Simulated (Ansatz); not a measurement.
Z-matrix (Å, degrees):
```
W
O 1 1.7284
O 1 1.7284 2 105.09
O 1 1.8969 2 110.30 3 119.00
H 4 0.9746 1 130.60 2 -56.62
O 1 1.8970 2 110.32 3 -118.93
H 6 0.9746 1 130.51 2 59.78
```
Charge 0, multiplicity 1.

These are Ansatz (a first-principles code) with frozen-core CCSD(T)/def2-TZVPP // BP86-D3(BJ)/def2-SVP values and carry that method's errors.

```
Property                        Value
----------------------  -------------
HF energy               -367.29731 Ha
MP2 correlation energy    -1.48309 Ha
```

### Question
Estimate the CCSD correlation energy, the (T) correction, the total energy and the T1 diagnostic.

### Answer

- CCSD correlation energy = -1.40920 Ha
- (T) correction = -0.07916 Ha
- CCSD(T) total energy = -368.78567 Ha
- T1 diagnostic = 0.024
